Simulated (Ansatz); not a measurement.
Program: Ansatz. Geometries: PBE0-D4/def2-TZVP. ΔE: electronic, gas phase. CBS: MP2 limit from def2 TZ/QZ plus the TZ coupled-cluster correction, frozen cores. DFT in def2-TZVPP. One conformer a species, not always the lowest.

Consider the redistribution: `SBBCl` + `BC(C)C` → `CC(C)BS` + `BBCl`.

```
       level  ΔE (kJ/mol)
         PBE         -0.1
        PBE0         -0.6
     r2SCANh         -2.3
MP2/def2-SVP         -2.2
```

Task: What does CCSD(T)/CBS give? (Best estimate.)

Result: Computed: -3.4 kJ/mol. The listed levels differ from it by 3.3, 2.8, 1.1, 1.2 kJ/mol.

Largest T1 diagnostic among the species: 0.015.

Leaving LDA and LC-ωPBE aside and taking each functional with its dispersion term where it has one, the values, not all of them listed here, spread over 2.9 kJ/mol, from B97M-V to PBE-D4.
